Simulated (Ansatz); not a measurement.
The same molecule with X = F, Cl, Br. Ansatz, PBE0-D4/def2-TZVP geometries, multiplicity 1. Each molecule was computed in one conformer, which needn't be the lowest.

Elements past krypton have def2 core potentials. Scalar relativity is left out up to krypton.

```csv
X,molecule,mean X–Sn bond length / Å,HOMO energy (PBE0/def2-TZVPP) / eV,LUMO energy (PBE0/def2-TZVPP) / eV,HOMO energy (B3LYP/def2-TZVPP) / eV
F,`C=[CH][SnH2][F]`,1.930,-8.49,-1.06,-8.24
Cl,`C=[CH][SnH2][Cl]`,2.341,-8.29,-1.04,-8.05
```

(1) Give the row for X = Br, `C=[CH][SnH2][Br]`. (Best estimate.)

## Answers

(1) Computed: 
```json
{"X": "Br", "molecule": "`C=[CH][SnH2][Br]`", "mean X–Sn bond length / Å": "2.489", "HOMO energy (PBE0/def2-TZVPP) / eV": "-8.05", "LUMO energy (PBE0/def2-TZVPP) / eV": "-0.82", "HOMO energy (B3LYP/def2-TZVPP) / eV": "-7.80"}
```

From F to Br the mean X–Sn bond length rises at each step, by 0.559 Å in all; the HOMO energy (PBE0/def2-TZVPP) rises at each step, by 0.44 eV in all; the LUMO energy (PBE0/def2-TZVPP) rises at each step, by 0.24 eV in all; the HOMO energy (B3LYP/def2-TZVPP) rises at each step, by 0.44 eV in all. Bonds lengthen as the atom grows down the group.

B3LYP here is the variant with VWN-RPA as its local correlation; programs differ in this.

Spin–orbit coupling is left out; it splits and shifts lone-pair levels of the heavy atoms by tenths of an eV.
